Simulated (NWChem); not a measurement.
# GaNH₂F₂; SMILES [NH2][Ga]([F])[F]

```xyz
6

Ga    -0.0019    -0.0083     0.0000
F      0.0030    -0.9343     1.4744
F      0.0030    -0.9343    -1.4744
N      0.0105     1.7748     0.0000
H     -0.0340     2.3265    -0.8463
H     -0.0340     2.3265     0.8463
```
Atoms are numbered in this order, from 1.

Computed with NWChem. Pople sets run with spherical d functions. All runs use the structure optimised with PBE0/def2-SVP. Vertical excitations in the gas phase; the lowest state need not have the same character in each row.

### Question
Among these, which level gives the highest value of “lowest excitation, singlet (eV)”?
(A) BHandHLYP/6-31G*, full TDDFT
(B) PBE/6-31G*, full TDDFT
(C) B3LYP/6-31G*, full TDDFT

### Answer
A, BHandHLYP/6-31G*, full TDDFT. Values: PBE/6-31G*, full TDDFT 4.65; B3LYP/6-31G*, full TDDFT 5.11; BHandHLYP/6-31G*, full TDDFT 5.85
